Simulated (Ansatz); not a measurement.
A structure drawn as `C[SiH2]B1N[SiH2]1`, with this starting geometry:

Cartesian coordinates in Å:
```
C -0.523 -1.346 -1.772
Si -0.911 -0.915 -0.066
B 0.215 0.576 0.436
N 1.241 1.649 0.205
Si 0.838 1.930 1.808
H -1.175 -2.240 -2.144
H 0.523 -1.650 -1.896
H -0.771 -0.493 -2.484
H -2.350 -0.573 0.065
H -0.644 -2.079 0.829
H 2.202 1.065 0.186
H 1.577 1.192 2.865
H -0.222 2.883 1.970
```

Total charge 0; spin multiplicity 1.

**Question.** Does it keep its bonds when Ansatz relaxes it at PBE-D4/def2-SVP and then PBE0-D4/def2-TZVP?

**Answer.** Yes, every drawn bond is still there and no new one forms.

**Question.** Give the relaxed structure. (Estimate.)

**Answer.** The calculation gave: 
Z-matrix (Å, degrees):
```
C
Si 1 1.879
H 1 1.093 2 110.8
H 1 1.092 2 111.0 3 -120.0
H 1 1.093 2 110.8 3 120.0
B 2 1.995 1 113.9 3 -60.0
H 2 1.492 1 109.6 3 61.5
H 2 1.492 1 109.6 3 178.5
Si 6 1.943 2 159.1 1 180.0
N 6 1.380 2 140.0 1 -0.0
H 9 1.485 6 125.0 2 -90.0
H 9 1.485 6 125.0 2 89.9
H 10 1.009 6 136.7 2 -0.0
```
No frequency check was run.

Atoms count as bonded under 1.1 times the sum of their covalent radii (H–H under 0.85 Å, pairs among N, O and F under 1.55 Å), and a drawn bond as lost past 1.3 times.
